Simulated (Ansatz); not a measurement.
One change: `C[SiH2]C[AsH2]` becomes `[SiH3]C[AsH2]`.

Ansatz, PBE0-D4/def2-TZVP geometries, multiplicity 1. Each molecule was computed in one conformer, which needn't be the lowest.

Scalar relativity is left out up to krypton.

```tsv
property	`C[SiH2]C[AsH2]`
HOMO–LUMO gap (ωB97M-V/def2-TZVPP) / eV	11.35
LUMO energy (B3LYP/def2-TZVPP) / eV	0.02
LUMO energy (PBE/def2-TZVPP) / eV	-0.54
LUMO energy (ωB97M-V/def2-TZVPP) / eV	1.91
HOMO–LUMO gap (B3LYP/def2-TZVPP) / eV	7.10
HOMO energy (B3LYP/def2-TZVPP) / eV	-7.08
```

(1) What does the change do to each property? (An estimate is asked.)

## Answers

(1) The calculation gave: 
```
                               property  `[SiH3]C[AsH2]`  shift
HOMO–LUMO gap (ωB97M-V/def2-TZVPP) / eV            10.96  -0.39
    LUMO energy (B3LYP/def2-TZVPP) / eV            -0.23  -0.25
      LUMO energy (PBE/def2-TZVPP) / eV            -0.82  -0.28
  LUMO energy (ωB97M-V/def2-TZVPP) / eV             1.64  -0.27
  HOMO–LUMO gap (B3LYP/def2-TZVPP) / eV             6.78  -0.32
    HOMO energy (B3LYP/def2-TZVPP) / eV            -7.02   0.06
```

With PBE0 the HOMO rises by 0.06 eV and the LUMO falls by 0.28 eV, so the gap narrows by about 0.34 eV. PBE moves the HOMO by 0.03 eV and ωB97M-V by 0.12 eV.

B3LYP here is the variant with VWN-RPA as its local correlation; programs differ in this.
